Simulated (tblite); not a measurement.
C6H6F3P.
Numbering: `[CH:1]#[C:2][CH2:3][P:4]([CH:5]=[CH2:6])[C:7]([F:8])([F:9])[F:10]` (hydrogens: H11 on C1; H12, H13 on C3; H14 on C5; H15, H16 on C6)

Structure optimised with GFN2-xTB, isolated species.

Entries marked ? are missing. Bonds in one row agree within 0.01 Å.

```
          coordinate    value
               C1≡C2  1.197 Å
               C2–C3        ?
               C3–P4  1.870 Å
               P4–C5  1.821 Å
               C5=C6  1.324 Å
               P4–C7        ?
C7–F8, C7–F9, C7–F10        ?
              C1–H11  1.049 Å
      C3–H12, C3–H13  1.096 Å
              C5–H14  1.084 Å
              C6–H15  1.078 Å
              C6–H16  1.078 Å
            C1–C2–C3        ?
            C2–C3–P4   109.2°
            C3–P4–C5        ?
            C3–P4–C7    94.2°
            C5–P4–C7    97.0°
            P4–C5–C6   124.8°
            P4–C7–F8        ?
            P4–C7–F9        ?
           P4–C7–F10        ?
            F8–C7–F9   106.7°
           F9–C7–F10   106.3°
```

Question: Fill in the missing values.

Answer: 
- C2–C3 = 1.444 Å, drawn single (alkyne carbon to sp3 carbon bound to phosphorus); 0.01 Å below the sum of covalent radii, 1.45 Å.
- P4–C7 = 1.897 Å, drawn single (phosphine phosphorus to CF3 carbon); 0.07 Å above the sum of covalent radii, 1.83 Å.
- C7–F8, C7–F9, C7–F10 = 1.342 Å, drawn single (CF3 carbon to fluorine of a CF3 group); 0.01 Å above the sum of covalent radii, 1.33 Å.
- C1–C2–C3 = 178.5°, at the alkyne carbon; the outer atoms are 2.641 Å apart.
- C3–P4–C5 = 97.8°, at the phosphine phosphorus; the outer atoms are 2.781 Å apart.
- P4–C7–F8 = 112.0°, at the CF3 carbon; the outer atoms are 2.700 Å apart.
- P4–C7–F9 = 114.2°, at the CF3 carbon; the outer atoms are 2.739 Å apart.
- P4–C7–F10 = 110.2°, at the CF3 carbon; the outer atoms are 2.677 Å apart.

Radii are Cordero's, carbon taken as 0.76, 0.73 or 0.69 Å for four, three, and two or fewer neighbours.

Its GFN2-xTB frequencies are all real (lowest 33 cm⁻¹). The numbers are those of one conformer (C2–C3–P4–C5 -70°, C3–P4–C5–C6 -149°). 3 starts were optimised and ended at 0.00, 0.00 and 0.39 kcal/mol (GFN2-xTB); the lowest of these is shown.

These are computed values.
